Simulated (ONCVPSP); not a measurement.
**cadmium, ONCV: configuration errors across variants**

ONCVPSP 4.0.1 input, shortened (lines: element, Z, core and valence counts, functional; n l f; lmax; l rc ep ncon nbas qcut; lloc lpopt rc5 dvloc0; l nproj debl; icmod fcfact rcfact), PBEsol, scalar-relativistic:

```
  Cd 48.00    8    2  -116133      upf
    1    0    2.00
    2    0    2.00
    2    1    6.00
    3    0    2.00
    3    1    6.00
    3    2   10.00
    4    0    2.00
    4    1    6.00
    4    2   10.00
    5    0    1.50
    2
    0    2.25    0.00    5    8    2.40
    1    2.20    0.18    4    8    4.30
    2    1.10    0.00    4    7    9.20
    4    5    1.00   -1.00
    0    1    3.90
    1    1    1.00
    2    3    3.20
    0    0.00    0.00
```

In the p channel the program set the typed energies aside and used 0.050 Ha.

All-electron excitation energies from the reference (eV): (1) 4d10 5s2 -3.731; (2) 4d10 5s1 5.578; (3) 4d10 5s0 22.674.

1 further variants failed, have other tests or another functional or relativity, and are left out.

A true bound ghost makes a file unfit for plane-wave use even where its test errors are small: the radial tests pick states by their node count and pass the ghost by.

Errors AE − PS in meV (a dash: test not solved or not reliable):

| change | (1) | (2) | (3) | bound ghosts | GHOST(+) flags above zero |
| --- | --- | --- | --- | --- | --- |
| base | +1.0 | -0.6 | +1.7 | s, p | s, d |
| local potential polynomial inside 1.05 bohr (lpopt 5, dvloc0 0 Ha) | +0.8 | -0.8 | +1.7 | s, p | d |
| p: qcut 2.5 | +1.0 | -0.6 | +1.7 | s, p | s, d |
| s: rc 2.18 | +1.0 | -0.6 | +1.5 | s, p | s, d |
| local potential polynomial inside 1.00 bohr (lpopt 5, dvloc0 3 Ha) | +0.8 | -0.9 | +1.7 | s, p, d | d |

Task: Give the same row for: d: qcut 7.4.

Result: +1.0, -0.6, +1.9; bound ghosts: s, p, d; GHOST(+) flags above zero: s.
